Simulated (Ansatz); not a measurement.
Wavefunction ladder for C3H8OSi, SMILES `CC1(O)C[SiH2]1`

| atom | x (Å) | y (Å) | z (Å) |
| --- | --- | --- | --- |
| C1 | 0.428 | -0.948 | -1.118 |
| C2 | -0.300 | 0.035 | -0.243 |
| O3 | -1.540 | 0.451 | -0.760 |
| C4 | -0.419 | -0.320 | 1.236 |
| Si5 | 0.616 | 1.189 | 0.927 |
| H6 | 0.656 | -0.514 | -2.096 |
| H7 | -0.189 | -1.841 | -1.272 |
| H8 | 1.374 | -1.256 | -0.667 |
| H9 | -1.373 | 1.014 | -1.521 |
| H10 | 0.040 | -1.253 | 1.550 |
| H11 | -1.412 | -0.164 | 1.648 |
| H12 | 0.033 | 2.511 | 1.238 |
| H13 | 2.086 | 1.097 | 1.076 |

Total charge 0; spin multiplicity 1. All single points use the PBE0-D4/def2-TZVP geometry. It is one conformer, not always the lowest. Frozen core, restricted reference, Ansatz. CBS rows extrapolate triple and quadruple zeta; past MP2 they add the triple-zeta difference.

```json
{"basis": "def2-SVP", "HF (Eh)": "-481.75774", "MP2 corr.": "-0.71057"}
{"basis": "def2-TZVPP", "HF (Eh)": "-482.08280", "MP2 corr.": "-0.88102"}
{"basis": "def2-QZVPP", "HF (Eh)": "-482.10085", "MP2 corr.": "-0.94184"}
```

Problem. Estimate the CCSD correlation energy and the (T) correction in each basis where they were run (hartree).

Solution. 
```tsv
basis	CCSD corr.	(T)
def2-SVP	-0.76605	-0.02362
def2-TZVPP	-0.92541	-0.03828
CBS(def2)	-1.03129	as TZ
```
